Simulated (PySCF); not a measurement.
AsN: one state, many levels of theory

State: ¹Σ⁺ (singlet), closed shell. Set-up: PySCF, no relativity, basis sets As def2-TZVPPD, N def2-TZVPPD. De refers to As + N in their high-spin ground configurations, without counterpoise correction. A positive dipole means As(−)N(+).

```tsv
Level	Re (Å)	ωe (cm⁻¹)	De (eV)	μ (D)
RHF	1.571	1307	0.100	-3.52
RHF-MP2	1.664	900	5.37	n/a
RHF-SCS-MP2	1.655	941	5.32	n/a
RHF-CCSD	1.614	1128	4.13	n/a
RHF-CCSD(T)	1.630	1064	4.67	n/a
PBE	1.627	1087	5.54	-2.89
PW91	1.625	1089	5.55	-2.90
BLYP	1.633	1066	5.61	-2.95
BP86	1.628	1083	5.63	-2.88
r²SCAN	1.611	1135	4.73	-2.92
M06-L	1.615	1130	5.12	-3.05
PBE0	1.603	1168	4.62	-3.08
MN15	1.594	1197	4.71	-3.10
ωB97X-V	1.593	1212	4.92	-3.22
```

The bond length runs from 1.571 Å (RHF) to 1.664 Å (RHF-MP2). De spans 0.10 eV (RHF, mean field) to 5.63 eV (BP86, GGA). Correlation at CCSD(T) changes the Hartree–Fock bond energy by +4.57 eV; the triples alone change it by +0.54 eV.

Correlated steps freeze 10 core orbitals. Where the molecule has an RHF reference, its open-shell atoms are computed with UHF.

The whole job (state search and all levels along the bond) took about 5.9 min on 2 threads of Arm Neoverse V1 (shared host), peak memory 2.3 GiB.
